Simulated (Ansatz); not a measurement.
System: C5H11O, charge 0, multiplicity 2. It need not be the lowest isomer of its formula. SMILES: [O]C(CC)CC
Structure (B3LYP-D3(BJ)/def2-TZVP (Ansatz, a first-principles code) minimum search):
```xyz
17

C      2.5467    -0.0471    -0.3144
C      1.2336     0.7235    -0.3507
C      0.0070    -0.1504    -0.0345
C     -1.3366     0.5748    -0.2268
C     -2.5427    -0.3417    -0.0692
O      0.1016    -0.7778     1.1743
H      2.5695    -0.8221    -1.0847
H      2.6818    -0.5327     0.6520
H      3.3959     0.6164    -0.4852
H      1.0848     1.1805    -1.3326
H      1.2537     1.5414     0.3756
H      0.0227    -1.0112    -0.7429
H     -1.3811     1.3889     0.5026
H     -1.3361     1.0404    -1.2160
H     -2.5277    -0.8343     0.9029
H     -3.4750     0.2187    -0.1542
H     -2.5498    -1.1184    -0.8381
```
Charge 0, spin multiplicity 2.

Property: atomisation energy (electronic, to ground-state atoms); the coupled-cluster value holds the core correlation from cc-pwCVTZ, in kcal/mol. Correlated levels leave the core frozen unless marked. Open shells are spin-unrestricted. Spin-orbit coupling is left out. Non-relativistic. CBS marks a two-point X^-3 extrapolation of the correlation energy; Hartree-Fock from the larger set. [CCSD(T)-MP2]/basis is that difference in the basis named.

Level to compare with: RI-MP2/CBS(cc-pVTZ,cc-pVQZ)+[CCSD(T)-MP2]/cc-pVTZ plus the core term (Ansatz), 1589.3 kcal/mol. It is a level with limits of its own, and the differences hold the functionals' basis error too.

### Question
Rank these functionals by how close they come to RI-MP2/CBS(cc-pVTZ,cc-pVQZ)+[CCSD(T)-MP2]/cc-pVTZ, closest first: wB97X-V/def2-TZVPD (Ansatz); LC-wPBE/def2-TZVPD (Ansatz); r2SCAN0/def2-TZVPD (Ansatz).

### Answer
wB97X-V/def2-TZVPD (range-separated hybrid with VV10, 1587.2 kcal/mol, difference -2.1), LC-wPBE/def2-TZVPD (range-separated hybrid, 1584.8 kcal/mol, difference -4.5), r2SCAN0/def2-TZVPD (hybrid meta-GGA, 1572.1 kcal/mol, difference -17.2)
